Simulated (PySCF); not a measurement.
How methods differ on the excitation energy of Al²⁺

Al²⁺ [Ne] 3s1 (2S) → Al²⁺ [Ne] 3d1 (2D), as a difference of total energies. Computed with PySCF 2.14 in x2c-QZVPPall with one added diffuse shell each of s, p, d, f type (10s7p5d3f1g, 86 functions), with scalar relativity by spin-free X2C-1e. Correlated levels: valence and next inner shell: 1s2 frozen. The calculations carry no spin-orbit coupling.

```csv
method,excitation energy (cm⁻¹)
UHF,114410
LDA,113650
PBE,110930
PBE0,111990
r2SCAN,111460
wB97X-V,113060
HSE06,112010
CAM-B3LYP,114880
BHandHLYP,114220
MP2 (valence and next inner shell),115980
SCS-MP2 (valence and next inner shell),115660
```

The promoted electron is Rydberg-like, and one or two diffuse shells describe it only roughly, which tends to raise the upper state.
